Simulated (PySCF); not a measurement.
**PbCl4 at several levels of theory**

Computed with PySCF 2.14.0 (density fitting, no spin-orbit coupling) at the geometry relaxed with PBE:

```xyz
5
PbCl4 (singlet)
Pb    0.0049    0.2343    0.0000
Cl   -0.0248   -1.1924    1.9902
Cl   -0.0248   -1.1924   -1.9902
Cl    2.0250    1.6183    0.0000
Cl   -1.9560    1.7011    0.0000
```

| level | basis | state | HOMO (eV) | gap (eV) | charge on Pb1 (e) | dipole about the centre of mass (D) | largest force component (eV/Å) |
| --- | --- | --- | --- | --- | --- | --- | --- |
| PBE | Pb def2-SVP with ECP60, Cl def2-SVP | singlet | -8.03 | 2.20 | 0.75 | 0.00 | 0.02 |
| TPSS | the same | singlet | -8.26 | 2.36 | 0.84 | 0.00 | 0.03 |
| PBE | Pb def2-TZVP with ECP60, Cl def2-TZVP | singlet | -8.29 | 2.28 | 1.02 | 0.00 | 0.30 |
| PBE | Pb x2c-SVPall, Cl x2c-SVPall | singlet | -8.01 | 2.19 | 0.82 | 0.00 | 0.13 |

Charges are Mulliken's, which hang on the basis. The relaxation used the grid (50, 194), these runs (75, 302) or, all-electron (x2c bases, spin-free X2C Hamiltonian), (99, 590).

Problem. A further run in the first row's basis gives HOMO (eV) -12.05, gap (eV) 8.62, charge on Pb1 (e) 0.90, dipole about the centre of mass (D) 0.00, largest force component (eV/Å) 0.58. Which level was it?
A. r2SCAN
B. BLYP
C. wB97X

Solution. C. The others give HOMO -7.76 eV (BLYP); -8.54 eV (r2SCAN).

In the first row's basis the gap widens with exact exchange: 2.2 to 2.5 eV for BLYP, PBE, TPSS, r2SCAN (none); 8.6 eV for wB97X (rising or full at long range).
